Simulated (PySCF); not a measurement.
HSe, SMILES [SeH], multiplicity 2. Coordinates come from a B3LYP-D3(BJ)/def2-TZVPD optimisation.

Computed equilibrium geometry at B3LYP-D3(BJ)/def2-TZVPD (PySCF confirms it by a frequency run) as bond lengths and angles, and its point group:
point group C∞v.
Atoms: Se1 H2. Bonds (Å): Se1–H2 1.475.
Charge 0, spin multiplicity 2.
